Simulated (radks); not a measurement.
All-electron atom: Pm28+ in [Ar] 3d10 4s2 4p3. Method: scalar-relativistic Kohn-Sham, PBEsol, spin-polarised, spherical densities, finite nucleus; open shells are filled with parallel spins first (spin-orbit coupling, left out, can overturn this in heavy ions); Fermi nuclear charge, rms radius 4.962 fm; computed with a radial shooting solver on a logarithmic mesh with Libxc functionals.

Normalised radial functions P(r) = r R(r), r in bohr:

r           4d up
0.003129   0.0002
0.003556   0.0003
0.004009   0.0004
0.004521   0.0006
0.005097   0.0008
0.005793   0.0011
0.006531   0.0016
0.007364   0.0022
0.008303   0.0031
0.009362   0.0042
0.01064    0.0060
0.012      0.0082
0.01353    0.0113
0.01525    0.0155
0.01733    0.0217
0.01954    0.0294
0.02204    0.0398
0.02484    0.0536
0.02801    0.0717
0.03184    0.0969
0.0359     0.1275
0.04047    0.1662
0.04563    0.2144
0.05186    0.2776
0.05848    0.3487
0.06593    0.4313
0.07434    0.5242
0.08382    0.6244
0.09526    0.7335
0.1074     0.8294
0.1211     0.9082
0.1365     0.9566
0.1552     0.9577
0.175      0.8958
0.1973     0.7606
0.2224     0.5459
0.2508     0.2548
0.285     -0.1231
0.3214    -0.5109
0.3624    -0.8912
0.4086    -1.2183
0.4643    -1.4591
0.5236    -1.5487
0.5903    -1.4949
0.6656    -1.3146
0.7504    -1.0503
0.8529    -0.7394
0.9616    -0.4754
1.084     -0.2711
1.222     -0.1352
1.389     -0.0546
1.567     -0.0196
1.766     -0.0058

4d up (empty): eigenvalue -912.41 eV, 1 radial node at r = 0.274 bohr, <r> = 0.550 bohr, 90 % of the charge inside 0.799 bohr.
